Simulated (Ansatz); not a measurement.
Reactions of C5H12O (`CC(C)C(C)O`).

Isolated molecules relaxed with PBE0-D4/def2-TZVP in Ansatz; ΔE leaves out vibrations. CBS: MP2 limit from def2 TZ/QZ plus the TZ coupled-cluster correction, frozen cores. This one scheme is used for every species, atoms too. Open shells (•) are unrestricted, without spin–orbit coupling. Spin–orbit coupling would lower the free atoms: a little for C, O. Each species was taken in one conformer, which may not be the lowest.

Problem. Order these by ΔE at CCSD(T)/CBS, lowest first. (An estimate is asked.)
A. `CC(C)C(C)O` + `OCF` → `COCF` + `CCC(C)O`
B. `CC(C)C(C)O` + `OCS` → `CC(O)S` + `CC(C)CO`
C. `CC(C)C(C)O` → 5 C• + 12 H• + O•
D. `CC(C)C(C)O` + `CS[SiH2]O` → `CO[SiH2]SC` + `CCC(C)O`
E. `CC(C)C(C)O` + `C[SiH2]SS` → `C[SiH2]SSC` + `CC(C)CO`
F. `CC(C)C(C)O` + `CCC` → `CCCC(C)C(C)C` + H₂O
G. `CC(C)C(C)O` + H₂ → `CCC(C)O` + CH₄

Solution. G (-64.0 kJ/mol), F (-33.7 kJ/mol), B (-2.0 kJ/mol), E (+7.9 kJ/mol), A (+46.2 kJ/mol), D (+58.0 kJ/mol), C (+7107.0 kJ/mol).

Largest T1 diagnostic: 0.011, for `C[SiH2]SSC`.
